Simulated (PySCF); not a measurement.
One of the candidates below gave these computed data.

All candidates are C8H11NSi.

| technique | computed result |
| --- | --- |
| Dipole | 0.98 D [PBE0/pcSseg-1] |
| 13C NMR | chemical shifts (computed TMS as zero) by class: 159.2 (1 C), 153.0 (1 C), 148.4 (1 C), 102.1 (1 C), 93.4 (1 C), 53.3 (1 C), 36.0 (1 C), 19.5 (1 C) ppm [GIAO PBE0/pcSseg-1] |
| 1H NMR | chemical shifts (computed TMS as zero) by class: 8.00 (1 H), 6.72 (1 H), 4.87 (1 H), 4.53 (1 H), 3.90 (3 H), 2.49 (1 H), 1.41 (3 H) ppm [GIAO PBE0/pcSseg-1] |
| Rotational structure | rotational constants A, B, C: 3.623, 0.396, 0.365 GHz [GFN2-xTB] |
| NMR, other nuclei | isotropic shieldings of nuclei other than C and H, by class: -161 (1 N), 389 (1 Si) ppm [GIAO PBE0/pcSseg-1] |

Gas-phase values; electronic properties from PySCF, density fitting. Levels stand in brackets. Geometry: GFN2-xTB; no solvent, vibrations or thermal averaging. Each NMR value is the plain mean over a class of atoms that symmetry, rotation or inversion makes alike.

Problem. Which candidate is it?
A. `C/N=C/C#CC1=C[SiH2][C@H]1C`
B. `C=CC/C=C/C(C#N)=C\[SiH3]`
C. `N#CCC1=C[SiH2][C@H]2C[C@@H]1C2`
D. `c1ccc(C2C[SiH2]C2)nc1`

Solution. A. It is `C/N=C/C#CC1=C[SiH2][C@H]1C`. Numbering: `[CH3:1]/[N:2]=[CH:3]/[C:4]#[C:5][C:6]1=[CH:7][SiH2:8][C@H:9]1[CH3:10]`. Its formula, C8H11NSi, gives 5 degrees of unsaturation: 1 ring and 4 π bonds in the structure found. 8 carbons fall into 8 classes; from least to most shielded: fully substituted alkene carbon [C6] (159.2 ppm), alkene CH carbon [C7] (153.0 ppm), imine carbon [C3] (148.4 ppm), alkyne carbon [C4] (102.1 ppm), alkyne carbon [C5] (93.4 ppm), N-methyl carbon [C1] (53.3 ppm), ring sp3 carbon bound to silicon [C9] (36.0 ppm), methyl carbon [C10] (19.5 ppm). Hydrogen classes from least to most shielded: 1 H on an imine carbon, C3 (8.00 ppm), 1 H on an alkene CH carbon, C7 (6.72 ppm), 1 H on an SiH2 silicon, Si8 (4.87 ppm), 1 H on an SiH2 silicon, Si8 (4.53 ppm), 3 H on an N-methyl carbon, C1 (3.90 ppm, a mean of values up to 1.0 ppm apart in this geometry), 1 H on an sp3 carbon bound to silicon, C9 (2.49 ppm), 3 H on a methyl carbon, C10 (1.41 ppm, a mean of values up to 1.0 ppm apart in this geometry). The other shieldings belong to: -161 ppm, imine nitrogen [N2]; 389 ppm, SiH2 silicon [Si8]. The optimised geometry has point group C1 and is an asymmetric top.

The others, at the same levels:
- `c1ccc(C2C[SiH2]C2)nc1` fails: it has 7 carbon classes against 8; its computed 13C shifts are 179.2 (1 C), 153.6 (1 C), 142.8 (1 C), 125.4 (1 C), 125.3 (1 C), 45.3 (1 C), 19.4 (2 C) ppm, 1H shifts are 8.73 (1 H), 8.04 (1 H), 7.76 (1 H), 7.24 (1 H), 5.12 (1 H), 4.95 (1 H), 4.05 (1 H), 2.27 (2 H), 1.43 (2 H) ppm and rotational constant A is 3.101 GHz (against 3.623 GHz).
- `N#CCC1=C[SiH2][C@H]2C[C@@H]1C2` fails: it has 7 carbon classes against 8; its computed 13C shifts are 172.9 (1 C), 121.5 (1 C), 121.2 (1 C), 39.7 (1 C), 36.7 (2 C), 31.7 (1 C), 16.2 (1 C) ppm, 1H shifts are 5.76 (1 H), 4.58 (2 H), 3.03 (2 H), 2.78 (2 H), 2.64 (1 H), 1.86 (1 H), 1.80 (2 H) ppm and rotational constant A is 2.254 GHz (against 3.623 GHz).
- `C=CC/C=C/C(C#N)=C\[SiH3]` fails: its computed 13C shifts are 149.3 (1 C), 143.3 (1 C), 143.0 (1 C), 138.2 (1 C), 132.6 (1 C), 122.3 (1 C), 122.3 (1 C), 46.3 (1 C) ppm, 1H shifts are 6.83 (1 H), 6.79 (1 H), 6.30 (1 H), 6.20 (1 H), 5.49 (1 H), 5.37 (1 H), 4.26 (3 H), 3.15 (2 H) ppm and rotational constant A is 1.386 GHz (against 3.623 GHz).

Each candidate is one conformer, not necessarily the lowest. Dipoles, sizes and rotational constants follow the conformer. The torsions of the flexible species, by atom-mapped SMILES:
- `[cH:1]1[cH:2][cH:3][c:4]([CH:5]2[CH2:6][SiH2:7][CH2:8]2)[n:9][cH:10]1`: C3–C4–C5–C6 -55°
- `[CH2:1]=[CH:2][CH2:3]/[CH:4]=[CH:5]/[C:6]([C:7]#[N:8])=[CH:9]\[SiH3:10]`: C1–C2–C3–C4 -123°, C2–C3–C4–C5 117°, C4–C5–C6–C7 2°

The conformers of `N#CCC1=C[SiH2][C@H]2C[C@@H]1C2` aren't listed.
